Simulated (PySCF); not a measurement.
Job file and geometry (Å, from GFN2-xTB) of an NMR shielding run on SMILES O1C[C@@H](CC)O[C@@H]1F, C5H9FO2, GIAO PBE0/pcSseg-1 NMR shielding, non-relativistic, gas phase in PySCF 2.14.0, density-fitted response routines; density fitting, a coarse starting grid and PySCF grid level 2 are the driver's defaults:

```
$ OMP_NUM_THREADS=1 python probes_run.py task.json out

{"job": {"kind": "nmr", "xc": "PBE0", "basis": "pcSseg-1"}, "charge": 0, "multiplicity": 1}
C     -2.328759    -0.069488    -0.033215
C     -1.054173     0.433669    -0.697330
C      0.168229    -0.378614    -0.277643
C      0.679560    -0.067511     1.146820
O      1.910271     0.613342     0.924564
C      2.346899     0.190654    -0.290063
F      3.036696    -1.015178    -0.131245
O      1.282012    -0.014986    -1.106563
H     -2.248442    -0.027933     1.050461
H     -3.172662     0.542991    -0.338945
H     -2.528413    -1.098241    -0.322433
H     -0.882731     1.482796    -0.449534
H     -1.144071     0.356998    -1.781604
H     -0.028262    -1.450277    -0.402281
H      0.857725    -0.979851     1.724563
H      0.028147     0.606959     1.701303
H      3.070976     0.886700    -0.726765
```

Q: What does the program print?

A: 
```
coarse grid: 14272 points
cycle   1  E = -445.4952302713  dE =  1.225e+00  |g| = 8.843e-01  |ddm| = 3.514e+00
cycle   2  E = -445.3961689687  dE =  9.906e-02  |g| = 1.196e+00  |ddm| = 1.152e+00
cycle   3  E = -445.6310771919  dE = -2.349e-01  |g| = 5.817e-02  |ddm| = 6.672e-01
cycle   4  E = -445.6315927514  dE = -5.156e-04  |g| = 2.896e-02  |ddm| = 5.450e-02
cycle   5  E = -445.6317886253  dE = -1.959e-04  |g| = 6.367e-03  |ddm| = 2.678e-02
cycle   6  E = -445.6317969198  dE = -8.295e-06  |g| = 2.000e-03  |ddm| = 5.999e-03
final grid: 138408 points
cycle   7  E = -445.7083851972  dE = -3.896e-05  |g| = 1.512e-02  |ddm| = 2.688e-02
cycle   8  E = -445.7083422490  dE =  4.295e-05  |g| = 2.169e-02  |ddm| = 2.223e-02
cycle   9  E = -445.7084266293  dE = -8.438e-05  |g| = 1.252e-03  |ddm| = 1.363e-02
cycle  10  E = -445.7084269156  dE = -2.863e-07  |g| = 3.529e-04  |ddm| = 1.072e-03
cycle  11  E = -445.7084269341  dE = -1.842e-08  |g| = 9.893e-05  |ddm| = 2.609e-04
cycle  12  E = -445.7084269355  dE = -1.484e-09  |g| = 2.641e-05  |ddm| = 7.479e-05
cycle  13  E = -445.7084269357  dE = -1.331e-10  |g| = 5.854e-06  |ddm| = 2.209e-05
converged SCF energy = -445.7084269357

GIAO shielding tensors (ppm)
atom      isotropic    diamagn.    paramagn.     s11        s22        s33       span
  0 C      175.102     247.758     -72.656    167.701    169.834    187.771     20.070
  1 C      153.958     247.805     -93.847    142.452    149.370    170.051     27.599
  2 C      105.975     248.794    -142.819     73.174     91.219    153.532     80.358
  3 C      115.964     249.331    -133.367     85.886    105.584    156.422     70.536
  4 O      225.326     396.863    -171.538    145.155    208.820    322.002    176.847
  5 C       62.314     240.429    -178.115     36.975     72.637     77.332     40.358
  6 F      268.013     474.129    -206.116    151.935    280.391    371.713    219.778
  7 O      196.760     398.888    -202.128    132.114    182.218    275.948    143.833
  8 H       31.131      30.542       0.588     26.172     30.613     36.607     10.436
  9 H       30.466      27.961       2.505     25.880     27.378     38.139     12.259
 10 H       30.860      29.700       1.161     26.516     28.758     37.307     10.791
 11 H       30.398      31.977      -1.578     26.062     30.485     34.648      8.586
 12 H       29.725      31.053      -1.328     24.573     29.588     35.014     10.441
 13 H       27.455      32.729      -5.274     23.566     27.634     31.165      7.599
 14 H       27.285      30.516      -3.230     22.988     26.225     32.643      9.655
 15 H       27.880      31.445      -3.565     23.426     27.877     32.337      8.911
 16 H       25.272      26.612      -1.339     21.282     23.604     30.931      9.650
```

Q: Turn these shieldings into chemical shifts. δ = σ(ref) − σ, references computed at the same level: TMS for ¹³C (σ = 186.93 ppm), ¹H (σ = 31.72 ppm); H2O for ¹⁷O (σ = 336.08 ppm); ¹⁹F (σ = 170.95 ppm) vs CFCl3.

A: Averaging equivalent atoms: C 5: 124.6; C 2: 81.0; C 3: 71.0; C 1: 33.0; C 0: 11.8; O 7: 139.3; O 4: 110.8; F 6: -97.1; H 16: 6.44; H 14: 4.43; H 13: 4.26; H 15: 3.84; H 12: 1.99; H 11: 1.32; H 8/9/10: 0.90 ppm. Unscaled 19F shifts against computed CFCl3 carry errors that often reach 10 to 50 ppm. Experimental scales use liquid or dissolved standards, which lie at an offset from isolated H2O (liquid H2O: subtract about 36 ppm).

Size and cost of the density-fitted run: 181 basis functions, 27 s wall time on 1 thread of an Intel Xeon Platinum 8559C, shared host; peak memory 0.81 GiB.
